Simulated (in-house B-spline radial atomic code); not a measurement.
Ne III (Ne2+): [He] 2s2 2p4 (with a hole in an inner shell)

Computed with an all-electron radial atomic-structure program (B-spline basis): Dirac-Hartree-Fock, average of configuration, Fermi nucleus of rms radius 3.0055 fm.

Screening seen three ways: the hydrogenic charge with the same mean radius, Z_r = [3n² - l(l+1)]/(2<r>), the one with the same energy, Z_e = n√(-2ε), and Slater's rules. Values are occupation-weighted means over j.

```tsv
shell	electrons	ε (eV)	<r> (bohr)	Z_r	Z_e	Slater
1s	2	-943.96	0.1572	9.54	8.33	9.70
2s	2	-93.058	0.8265	7.26	5.23	6.55
2p	4	-67.706	0.8066	6.20	4.46	6.55
```

The least bound orbital is 2p3/2 at -67.66 eV, while the most diffuse is 2s1/2 (<r> = 0.8265 bohr against 0.8071 bohr): energy order and size order differ.

Spin-orbit splittings of the orbital energies (j = l + 1/2 above j = l - 1/2 when positive): 2p 0.137 eV.

For the 1s electron the small component carries 0.124 % of the norm, the zero-frequency Breit interaction raises the level by 0.3712 eV, self-energy by 0.1447 eV, and vacuum polarisation lowers it by 0.007748 eV.

The density falls to 0.001 bohr⁻³ at 2.344 bohr; Σ<r²> = 4.9668 bohr² gives, by the non-relativistic formula and without the paramagnetism of open shells, a Langevin diamagnetic susceptibility of -3.934×10⁻⁶ cm³/mol.
